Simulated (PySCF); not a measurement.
C₇H₂F₄N₂O₂, SMILES FC(F)(F)c1oc(-c2oc(cc2)F)nn1.

The structure is a stationary point at B3LYP-D3(BJ)/def2-SVP. This is a generated structure with no PubChem entry under its InChIKey; it may be hypothetical. The values are those of a single conformer.

Computed with TDA-ωB97X/def2-SVP (PySCF).

Vertical excitations. Isolated molecule, no solvent. State labels are in the subgroup Cs.

### Question
List the lowest excited states. (An estimate is asked for; the answer gives what the named calculation found.)

### Answer

```json
[
 {"state": "S1", "symmetry": "A'", "energy (eV)": "5.24", "λ (nm)": "237", "f": "0.785", "main pairs": "HOMO→LUMO 95 %"},
 {"state": "S2", "symmetry": "A\"", "energy (eV)": "5.80", "λ (nm)": "214", "f": "0.000", "main pairs": "HOMO−1→LUMO 86 %"},
 {"state": "S3", "symmetry": "A\"", "energy (eV)": "6.67", "λ (nm)": "186", "f": "0.021", "main pairs": "HOMO−1→LUMO+1 63 %, HOMO−4→LUMO 22 %"},
 {"state": "S4", "symmetry": "A'", "energy (eV)": "6.96", "λ (nm)": "178", "f": "0.098", "main pairs": "HOMO−2→LUMO 41 %, HOMO→LUMO+1 39 %, HOMO→LUMO+2 7 %"},
 {"state": "S5", "symmetry": "A'", "energy (eV)": "7.09", "λ (nm)": "175", "f": "0.016", "main pairs": "HOMO→LUMO+1 42 %, HOMO−2→LUMO 28 %, HOMO→LUMO+2 13 %"},
 {"state": "S6", "symmetry": "A\"", "energy (eV)": "7.36", "λ (nm)": "168", "f": "0.001", "main pairs": "HOMO−4→LUMO 60 %, HOMO−1→LUMO+1 22 %"},
 {"state": "T1", "symmetry": "A'", "energy (eV)": "3.22", "λ (nm)": "385", "f": "0", "main pairs": "HOMO→LUMO 87 %"},
 {"state": "T2", "symmetry": "A'", "energy (eV)": "4.78", "λ (nm)": "259", "f": "0", "main pairs": "HOMO→LUMO+1 37 %, HOMO−3→LUMO 21 %, HOMO−2→LUMO 12 %, HOMO−3→LUMO+1 9 %"}
]
```
Triplets are in the Tamm–Dancoff approximation.
